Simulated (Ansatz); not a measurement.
```xyz
9

C     0.208    0.595   -0.949
C    -0.306    0.310    0.462
Zn    0.023   -1.499    1.128
H     1.290    0.459   -1.027
H    -0.007    1.623   -1.261
H    -0.249   -0.065   -1.692
H    -1.385    0.493    0.512
H     0.142    1.014    1.173
H     0.284   -2.930    1.654
```

Total charge 0; spin multiplicity 1.

Q: List the B3LYP/def2-TZVPP orbital energies in eV (Ansatz 0.2.0). (Best estimate.)

A: Ansatz gave: Occupied: -9449.64, -1148.90, -1012.28, -1012.27, -1012.21, -276.48, -276.23, -131.45, -87.69, -87.69, -87.53, -20.22, -16.45, -13.81, -13.66, -13.65, -13.62, -13.56, -11.70, -11.18, -9.90, -9.26, -8.87, -6.86. Lowest empty: -0.64, -0.56, 0.18, 1.91, 2.22, 2.60, 2.71, 3.18.

B3LYP here is the variant with VWN-RPA as its local correlation; programs differ in this.
